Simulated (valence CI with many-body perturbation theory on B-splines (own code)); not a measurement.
Ba24+: electric-dipole lines

Method: relativistic CI+MBPT: four valence electrons over a frozen Dirac-Fock core [Ar] 3d10, a basis of 11 s, 11 p, 10 d, 8 f, 5 g, 2 h functions for each j, with the one-electron correlation potential Σ1, the two-electron term Σ2, the three-electron term Σ3, Breit, model QED; selected CI, second order for the rest, scaled by the run's own slope (own B-spline code, finite nucleus).

No measured spectrum was set against this ion. As an estimate, levels hold to about 250 cm⁻¹ or 0.2 % of their energy and the worst to 1 %, as in measured heavy ions of charge 2 to 7; those with d or f electrons hold less well. Among the levels kept, up to 470 cm⁻¹ of a level comes from second order outside the variational space, and about a tenth of that is noise between levels of different J, which matters for small intervals.

Lines 1 to 50 of 545 in falling wavelength, among levels below 2381300 cm⁻¹, chosen from the strongest by gf and those to the six lowest levels. Wavelengths and rates use the calculated energies, so an error of 2000 cm⁻¹ moves a line at 40.49 nm by 0.81 % and its rate by three times that or more. Electric multipoles are in the length gauge, E1 and E2 with the static RPA response of the core. Weak lines are less certain than strong ones. Lines between different terms over intervals too small for the method are left out, as are lines whose strength nearly cancels. Where a level lies close to another of its J and parity, the split of strength between their lines is uncertain. The highest levels of a list are the least certain.

Levels are named by their leading jj configuration (3d3/2^4 stands for four electrons in 3d with j = 3/2), which in mixed levels can hold well under half, so a name can repeat and another be missing. Letters in brackets count levels of one name in rising energy.

```tsv
λ vac (nm)	Upper	Lower	A (s⁻¹)	S (a.u.) with core polarisation	S without
40.49	(4s 4p1/2^2 4p3/2) J=2	(4s^2 4p3/2^2) J=2	2.42e+07	3.96e-03	4.28e-03
36.52	(4s 4p1/2^2 4p3/2) J=1	(4s^2 4p3/2^2) J=0	3.07e+07	2.21e-03	2.40e-03
30.88	(4s 4p1/2^2 4p3/2) J=1	(4s^2 4p3/2^2) J=2	2.28e+08	9.94e-03	1.08e-02
27.30	(4s 4p1/2 4p3/2 4f7/2) J=6	(4s^2 4p3/2 4f7/2) J=5	1.45e+09	1.89e-01	2.04e-01
25.87	(4s 4p1/2 4p3/2^2) J=2 [a]	(4s^2 4p3/2^2) J=2	3.69e+08	1.58e-02	1.71e-02
25.43	(4s 4p1/2 4p3/2 4f7/2) J=5 [a]	(4s^2 4d5/2^2) J=4 [a]	2.13e+09	1.90e-01	2.05e-01
24.73	(4p1/2 4p3/2^2 4d5/2) J=5	(4s 4p3/2^2 4d5/2) J=4 [b]	5.34e+09	4.38e-01	4.75e-01
24.59	(4s 4p1/2^2 4p3/2) J=2	(4s^2 4p1/2 4p3/2) J=2	1.78e+09	6.54e-02	7.08e-02
24.48	(4s 4p1/2 4p3/2 4d5/2) J=5	(4s^2 4p3/2 4d5/2) J=4	2.89e+09	2.30e-01	2.49e-01
24.04	(4p1/2 4p3/2^2 4d3/2) J=4	(4s 4p3/2^2 4d3/2) J=4	2.47e+09	1.52e-01	1.65e-01
24.03	(4p1/2 4p3/2^2 4d5/2) J=4 [b]	(4s 4p3/2^2 4d5/2) J=3 [a]	3.92e+09	2.42e-01	2.62e-01
23.54	(4p1/2^2 4p3/2 4d5/2) J=3	(4s 4p1/2 4p3/2 4d5/2) J=3 [e]	4.75e+09	2.14e-01	2.32e-01
23.53	(4s 4p1/2 4p3/2^2) J=3	(4s^2 4p3/2^2) J=2	3.98e+09	1.79e-01	1.94e-01
23.36	(4s 4p1/2^2 4p3/2) J=2	(4s^2 4p1/2 4p3/2) J=1	2.82e+09	8.86e-02	9.59e-02
23.06	(4p1/2^2 4p3/2 4d5/2) J=4	(4s 4p1/2 4p3/2 4d5/2) J=3 [c]	3.95e+09	2.15e-01	2.33e-01
22.91	(4p1/2 4p3/2^2 4d3/2) J=3 [a]	(4s 4p3/2^2 4d3/2) J=3 [a]	3.38e+09	1.40e-01	1.52e-01
22.88	(4s 4p1/2 4p3/2^2) J=1 [a]	(4s^2 4p3/2^2) J=0	1.53e+09	2.72e-02	2.94e-02
22.75	(4p1/2^2 4p3/2 4d5/2) J=4	(4s 4p1/2 4p3/2 4d5/2) J=4 [c]	3.73e+09	1.95e-01	2.12e-01
22.55	(4p1/2^2 4p3/2 4d3/2) J=2	(4s 4p1/2 4p3/2 4d3/2) J=2 [d]	7.76e+09	2.20e-01	2.38e-01
22.50	(4p1/2^2 4p3/2^2) J=2	(4s 4p1/2 4p3/2^2) J=2 [b]	5.40e+09	1.52e-01	1.65e-01
21.25	(4p1/2 4p3/2^2 4d5/2) J=1 [b]	(4s 4p3/2^2 4d5/2) J=2 [a]	9.00e+09	1.28e-01	1.39e-01
21.10	(4p1/2 4p3/2^3) J=2	(4s 4p3/2^3) J=2	8.82e+09	2.04e-01	2.22e-01
20.70	(4s 4p1/2 4p3/2^2) J=1 [b]	(4s^2 4p3/2^2) J=0	3.24e+09	4.26e-02	4.62e-02
20.68	(4s 4p1/2^2 4p3/2) J=1	(4s^2 4p1/2 4p3/2) J=2	5.85e+09	7.67e-02	8.29e-02
20.55	(4p1/2 4p3/2^2 4d5/2) J=4 [a]	(4s 4p3/2^2 4d5/2) J=5	1.06e+10	4.08e-01	4.42e-01
20.53	(4s 4p1/2 4p3/2^2) J=1 [a]	(4s^2 4p3/2^2) J=2	1.09e+09	1.40e-02	1.51e-02
20.47	(4s 4p1/2 4p3/2^2) J=2 [b]	(4s^2 4p3/2^2) J=2	3.32e+09	7.02e-02	7.60e-02
20.34	(4p1/2^2 4p3/2 4d5/2) J=3	(4s 4p1/2 4p3/2 4d5/2) J=4 [b]	1.22e+10	3.54e-01	3.83e-01
20.27	(4p1/2 4p3/2^2 4d3/2) J=3 [b]	(4s 4p3/2^2 4d3/2) J=4	7.83e+09	2.26e-01	2.44e-01
20.27	(4p1/2 4p3/2^2 4d5/2) J=3 [a]	(4s 4p3/2^2 4d5/2) J=4 [a]	1.11e+10	3.20e-01	3.47e-01
19.81	(4p1/2 4p3/2^2 4d5/2) J=5	(4s 4p3/2^2 4d5/2) J=5	1.18e+10	4.97e-01	5.38e-01
19.80	(4s 4p1/2^2 4p3/2) J=1	(4s^2 4p1/2 4p3/2) J=1	7.83e+08	9.00e-03	9.72e-03
19.69	(4s 4p1/2 4p3/2 4d5/2) J=3 [c]	(4s^2 4p3/2 4d5/2) J=4	4.54e+09	1.20e-01	1.30e-01
19.68	(4p1/2^2 4p3/2^2) J=2	(4s 4p1/2 4p3/2^2) J=3	2.00e+10	3.77e-01	4.08e-01
19.59	(4p1/2^2 4p3/2 4d5/2) J=2	(4s 4p1/2 4p3/2 4d5/2) J=3 [b]	1.57e+10	2.92e-01	3.16e-01
19.50	(4p1/2 4p3/2^2 4d5/2) J=4 [b]	(4s 4p3/2^2 4d5/2) J=4 [a]	1.40e+10	4.61e-01	4.99e-01
19.49	(4p1/2^2 4p3/2 4d5/2) J=2	(4s 4p1/2 4p3/2 4d3/2) J=2 [c]	6.93e+09	1.27e-01	1.37e-01
18.97	(4p1/2^2 4p3/2 4d3/2) J=3	(4s 4p1/2 4p3/2 4d3/2) J=4	1.77e+10	4.18e-01	4.53e-01
18.87	(4p1/2 4p3/2^2 4d3/2) J=2 [c]	(4s 4p3/2^2 4d3/2) J=3 [a]	1.22e+10	2.03e-01	2.20e-01
18.76	(4p1/2^2 4p3/2 4d5/2) J=4	(4s 4p1/2 4p3/2 4d5/2) J=5	2.49e+10	7.31e-01	7.91e-01
18.76	(4s 4p1/2 4p3/2^2) J=1 [b]	(4s^2 4p3/2^2) J=2	3.70e+09	3.61e-02	3.91e-02
18.45	(4p1/2^2 4p3/2 4d3/2) J=2	(4s 4p1/2 4p3/2 4d3/2) J=3 [a]	1.70e+10	2.64e-01	2.85e-01
18.35	(4p1/2^2 4p3/2 4d3/2) J=3	(4s 4p1/2 4p3/2 4d5/2) J=4 [a]	6.69e+09	1.43e-01	1.54e-01
18.31	(4s 4p1/2 4p3/2^2) J=2 [a]	(4s^2 4p1/2 4p3/2) J=2	3.68e+08	5.58e-03	6.05e-03
18.30	(4p1/2^2 4p3/2^2) J=2	(4s 4p1/2 4p3/2^2) J=2 [a]	8.61e+09	1.30e-01	1.41e-01
18.15	(4p1/2 4p3/2^2 4d5/2) J=4 [a]	(4s 4p1/2 4p3/2 4d5/2) J=3 [d]	8.29e+09	2.20e-01	2.38e-01
17.98	(4p1/2 4p3/2^2 4d5/2) J=4 [a]	(4s 4p1/2 4p3/2 4d5/2) J=3 [c]	6.84e+09	1.76e-01	1.91e-01
17.92	(4p1/2^2 4p3/2 4d5/2) J=4	(4s 4p1/2 4p3/2 4d3/2) J=4	7.64e+09	1.95e-01	2.11e-01
17.74	(4p1/2 4p3/2^2 4d3/2) J=4	(4s 4p1/2 4p3/2 4d5/2) J=4 [b]	1.08e+10	2.68e-01	2.90e-01
17.71	(4s 4p3/2^2 4d5/2) J=4 [a]	(4s^2 4p3/2 4d5/2) J=4	5.88e+09	1.45e-01	1.57e-01
```
